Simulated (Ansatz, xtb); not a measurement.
# A geometry optimisation of H5NOPSi with r2SCAN-D4/def2-SVP

The starting geometry of this gas-phase doublet was built from a drawn formula by distance geometry and a force field; its bonds are those of `[SiH2]=NO[PH3]`.

| atom | x (Å) | y (Å) | z (Å) |
| --- | --- | --- | --- |
| N | -2.2760 | -1.1256 | -0.9783 |
| O | -0.8458 | -1.0106 | -1.1566 |
| P | -0.4646 | -0.3329 | -2.5928 |
| Si | -2.6412 | -2.0636 | 0.4072 |
| H | -1.6396 | -3.1365 | 0.6731 |
| H | -4.0447 | -2.5076 | 0.4694 |
| H | -1.0395 | 0.9924 | -2.4755 |
| H | -1.1348 | -1.1125 | -3.5929 |
| H | 0.9142 | -0.2955 | -2.7064 |

Predict what it relaxes into with r2SCAN-D4/def2-SVP.

It loosens into H4NOPSi + H, which stay close as a complex. Contacts that open: N1–O2 (1.45 → 2.73 Å), P3–H9 (1.38 → 2.81 Å). Contacts that close: N1–P3 (2.55 → 1.67 Å).

The energy falls by 2.66 eV over 47 steps:

```csv
step,E − E(last) (eV)
1,2.657
6,1.396
11,1.070
16,0.678
21,0.333
27,0.163
32,0.129
37,0.005
42,0.000
47,0.000
```

Final geometry (Å):

```xyz
9

N    -2.2199   -0.7437   -0.6644
O    -0.3339   -1.7643   -2.3464
P    -1.1268   -0.5649   -1.9112
Si   -2.5281   -2.1019    0.1507
H    -3.5404   -2.0531    1.2315
H    -1.9066   -3.4378   -0.0500
H    -0.3594    0.5515   -1.4651
H    -1.9347    0.0378   -2.9202
H     0.7777   -0.5161   -3.9777
```

From the same start GFN2-xTB ends elsewhere, in pieces: H2NSi + H3OP.

The end wasn't checked by frequencies. Open shells are spin-unrestricted. Run with Ansatz 0.2.0, 4.5 min on 2 threads of Arm Neoverse V1, with other jobs on the host.
